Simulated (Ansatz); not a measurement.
`[SiH3]NPS` at its PBE0-D4/def2-TZVP geometry, where that method's forces vanish. The species carries charge 0 and has multiplicity 1.

```xyz
10

Si    0.9123    0.3715    1.1255
N    -0.6811   -0.1388    0.6561
P    -1.1268   -0.9571   -0.7616
S    -0.2766    0.0938   -2.4102
H     1.3486    1.6362    0.4782
H     0.9147    0.5718    2.5981
H     1.8450   -0.7148    0.7357
H    -1.4694    0.2993    1.1099
H    -0.0543   -1.8850   -0.7806
H    -1.4125    0.7231   -2.7511
```

(1) What forces (eV/Å) does PBE-D4/def2-TZVPP give on these atoms in the Gaussian-basis code of Ansatz? (An estimate is asked.)

## Answers

(1) Computed: 
```
Si1  0.165  0.071  0.062
N2   0.079 -0.066  0.163
P3  -0.472 -0.199 -0.155
S4   0.366  0.005 -0.204
H5   0.061  0.135 -0.068
H6   0.007  0.023  0.157
H7   0.094 -0.115 -0.042
H8  -0.274  0.153  0.156
H9   0.204 -0.127 -0.009
H10 -0.232  0.120 -0.059
```
